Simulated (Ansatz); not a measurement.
Stretching the Be1–H2 bond in BeHI (SMILES [BeH][I]) (multiplicity 1 held, fragments rigid). Energies count from the point at 1.323 Å.
Geometry at that point (charge 0, multiplicity 1):
```xyz
3

Be     0.000     0.000    -1.962
H      0.000     0.000    -3.285
I      0.000     0.000     0.210
```

Restricted levels (R-, RO-) in cc, def2 and unpolarised 6-31G sets keep to the state of the molecule at rest. U- levels take the lowest unrestricted solution at each point, which mixes spins at long bonds. Curves can end on different states.

Correlated levels freeze the cores. Filled d and f shells under p-block atoms count as core.

Programs: Ansatz (a quantum-chemistry and plane-wave program) with Gaussian orbitals. Each number belongs to the level named beside it. In def2 rows elements past Kr take small-core potentials, without spin–orbit coupling.

**Question.** One of these levels gives 310.9 kJ/mol for the energy at R = 4.233 Å. Name it.
A. R-HF/def2-SVPD
B. R-MP2/def2-SVPD
C. U-MP2/def2-SVPD
D. U-HF/def2-SVPD

**Answer.** D, U-HF/def2-SVPD. The others give 644.9 (R-HF/def2-SVPD), 519.8 (R-MP2/def2-SVPD), 367.2 (U-MP2/def2-SVPD)

Doubts at one or more of the structures used: a restricted determinant that unrestricted orbitals would lower (R-HF/def2-SVPD, R-MP2/def2-SVPD); a spin-contaminated determinant (U-HF/def2-SVPD, U-MP2/def2-SVPD).
